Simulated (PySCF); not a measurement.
Mg(F)(NMe2) (C₂H₆FMgN), SMILES C[N](C)[Mg][F].

Geometry: B3LYP-D3(BJ)/def2-SVP. The structure was generated by enumeration; whether it is a known compound was not checked. Other conformers were not sampled.

All values below come from PBE/def2-TZVP (PySCF).

Symmetry labels are those of the subgroup C2v that the program uses (full group C2v).

### Question
List the valence orbital energies around the gap with their symmetry. (An estimate is asked for; the answer gives what the named calculation found.)

### Answer

```json
[
 {"orbital": "HOMO−7", "symmetry": "B1", "energy (eV)": "-10.56"},
 {"orbital": "HOMO−6", "symmetry": "A2", "energy (eV)": "-9.06"},
 {"orbital": "HOMO−5", "symmetry": "B2", "energy (eV)": "-8.67"},
 {"orbital": "HOMO−4", "symmetry": "A1", "energy (eV)": "-8.63"},
 {"orbital": "HOMO−3", "symmetry": "B2", "energy (eV)": "-7.93"},
 {"orbital": "HOMO−2", "symmetry": "B1", "energy (eV)": "-7.92"},
 {"orbital": "HOMO−1", "symmetry": "A1", "energy (eV)": "-7.22"},
 {"orbital": "HOMO", "symmetry": "B1", "energy (eV)": "-4.48"},
 {"orbital": "LUMO", "symmetry": "A1", "energy (eV)": "-2.06"},
 {"orbital": "LUMO+1", "symmetry": "B2", "energy (eV)": "-0.49"},
 {"orbital": "LUMO+2", "symmetry": "B1", "energy (eV)": "-0.13"},
 {"orbital": "LUMO+3", "symmetry": "A1", "energy (eV)": "0.58"}
]
```
